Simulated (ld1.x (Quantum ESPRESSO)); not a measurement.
## hafnium: one change to a TM potential, before and after

* Element: Hf
* Generator: ld1.x (Quantum ESPRESSO) 7.5
* Type: norm-conserving Troullier–Martins (Kleinman–Bylander form)
* Functional: LDA (PZ)
* Relativity: scalar-relativistic
* Frozen core: [Xe] 4f14
* Valence charge: 4
* Reference configuration: 5d2 6s1 6p1
* Partial waves: 6s (bound): rc 2.95 bohr; 6p (bound): rc 2.95 bohr; 5d (bound): rc 1.95 bohr
* Local potential: the d channel
* Core correction: none

Change: wave 5d (bound): rc 1.95 bohr becomes 5d (bound): rc 2.92 bohr.

Cutoffs: the cutoffs (Ry, on a coarse ladder) from which the occupation-weighted sum of valence levels, in a spherical-Bessel basis at the reference potential, stays within 10 and 1 mRy of its value at 400 Ry; they do not see the model core or the augmentation charge, which bear on the density cutoff. Errors are all-electron minus pseudo energies relative to the spin-unpolarised reference configuration.

Task: How do hardness, ghosts and transferability respond?

Result: The potential gets softer (21 Ry and 30 Ry → 18 Ry and 25 Ry); the bound ghosts move from p, s to s; the number of tests that count goes from 8 to 9; of the 8 tests that both files solve, the error grows in 1 and shrinks in 1 by more than 15 % and 0.3 meV (median size 33.5 → 39.5 meV); the range in which the d phases agree narrows (upper end at the end of the scan → 1.2). A larger radius leaves more room for a smooth pseudo-wave, so fewer plane waves are needed.

```tsv
quantity	base	changed
cutoff, loose	21 Ry	18 Ry
cutoff, tight	30 Ry	25 Ry
loose cutoff by channel (10 mRy a level)	s 6 Ry, p 6 Ry, d 21 Ry	s 8 Ry, p 6 Ry, d 18 Ry
bound ghosts	s, p	s
tests counted (converged, no solver errors)	8 of 9	9 of 9
error for 5d2 6s2 6p0, meV [ΔE -3.91 eV]	+8.5	+7.5
error for 5d2 6s1 6p0, meV [ΔE 4.29 eV]	+0.9	+0.9
error for 5d2 6s0 6p0, meV [ΔE 18.79 eV]	+59	+55
error for 5d2 6s0 6p2, meV [ΔE 4.16 eV]	+1.8	+24
error for 5d1 6s0 6p0, meV [ΔE 40.89 eV]	+281	+282
error for 5d2.5 6s1.5 6p0, meV [ΔE -2.66 eV]	+1.8	+1.2
error for 5d2 6s1 6p1 (spin-polarised), meV [ΔE -1.50 eV]	+1095	+1098
error for 5d2 6s2 6p0 (spin-polarised), meV [ΔE -4.35 eV]	+638	+630
s: phases at 3.21 bohr within 0.05 rad from the reference energy up to (Ry; the scan ends near 5)	1.9	n/a
p: phases at 3.21 bohr within 0.05 rad from the reference energy up to (Ry; the scan ends near 5)	0.2	-0.1
d: phases at 3.21 bohr within 0.05 rad from the reference energy up to (Ry; the scan ends near 5)	to the end of the scan	1.2
```

Base: Tests not counted: 5d2 6s0 6p1 (solver errors, printed error -1.9 eV). A true bound ghost makes a file unfit for plane-wave use even where its test errors are small: the radial tests pick states by their node count and pass the ghost by. Where a test does run into it, the solver fails or the error is huge.
